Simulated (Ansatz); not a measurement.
Reaction (ligand exchange at the Si–N bond): `[SiH3]N[SiH2]Cl` + `N[SiH](O)O` → `O[SiH](O)N[SiH2]Cl` + `N[SiH3]`

Calculated with Ansatz (gas phase, PBE0-D4/def2-TZVP geometries, no zero-point term in ΔE). CCSD(T)/CBS is the MP2 limit (def2-TZVPP, def2-QZVPP) plus CCSD(T) − MP2 in def2-TZVPP, frozen cores. This one scheme is used for every species. DFT in def2-TZVPP. B3LYP here is the variant with VWN-RPA as its local correlation; programs differ in this. Each species was taken in one conformer, which may not be the lowest.

```csv
level,ΔE (kcal/mol)
PBE-D4,-0.3
B3LYP-D4,-0.4
B2PLYP,0.4
PBE0,0.3
MP2/def2-TZVPP,0.2
SCS-MP2/def2-TZVPP,0.4
HF/CBS(def2),0.8
CCSD/CBS(def2),0.3
```

**Question.** What does CCSD(T)/CBS give? (Estimate.)

**Answer.** Computed: +0.2 kcal/mol. The listed levels differ from it by -0.5, -0.6, 0.2, 0.1, 0.0, 0.2, 0.6, 0.1 kcal/mol.

Largest T1 diagnostic among the species: 0.011.

The D4 term adds −1.0 kcal/mol with B3LYP and −0.6 kcal/mol with PBE0; it sums over pairs of atoms, weighted by their polarisabilities, and B3LYP, whose exchange is more repulsive, gets the larger term.
